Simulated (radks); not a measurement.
Task: All-electron atom: the argon ion Ar4+ in [Ne] 3s2 3p2. All-electron calculation, non-relativistic Kohn-Sham, PBE, spin-unpolarised, spherical densities, point nucleus. Program: a radial shooting solver on a logarithmic mesh with Libxc functionals. Some entries of the table are withheld. Estimate them.

orbital,occ.,eigenvalue (eV),r(max) (bohr)
1s,2,(1),0.05653
2s,2,-362.6821,(2)
2p,6,-298.0659,0.2809
3s,2,-81.2884,1.119
3p,2,-65.4818,1.169
3d,0,-42.4730,1.215
4s,0,-31.0175,(3)

Result: 
(1) 1s eigenvalue (eV): -3177.452
(2) 2s r(max) (bohr): 0.3401
(3) 4s r(max) (bohr): 2.697
